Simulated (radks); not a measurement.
Q: All-electron atom: Ca in [Ar] 4s1.5 4p0.5 (fractional occupations, a model configuration). Method: scalar-relativistic Kohn-Sham, PBEsol, spin-polarised, spherical densities, finite nucleus; open shells are filled with parallel spins first; Fermi nuclear charge, rms radius 3.4776 fm; computed with a radial shooting solver on a logarithmic mesh with Libxc functionals. Some entries of the table are withheld. Estimate them.

| orbital | occ. | eigenvalue (eV) | <r> (bohr) |
|---|---|---|---|
| 1s up | 1 | -3944.685 | 0.07691 |
| 1s down | 1 | -3944.665 | 0.07691 |
| 2s up | 1 | -414.4086 | 0.3647 |
| 2s down | 1 | -414.3900 | 0.3647 |
| 2p up | 3 | -335.1177 | 0.3280 |
| 2p down | 3 | -335.0971 | 0.3280 |
| 3s up | 1 | -47.6123 | 1.157 |
| 3s down | 1 | -47.5582 | 1.156 |
| 3p up | 3 | -28.5992 | 1.271 |
| 3p down | 3 | -28.5354 | 1.270 |
| 4s up | 1 | -4.3417 | (1) |
| 4s down | 0.5 | -3.7064 | (2) |
| 4p up | 0.5 | -1.8915 | 5.148 |
| 4p down | 0 | -1.2711 | 5.368 |

A: 
(1) 4s up <r> (bohr): 3.965
(2) 4s down <r> (bohr): 3.960
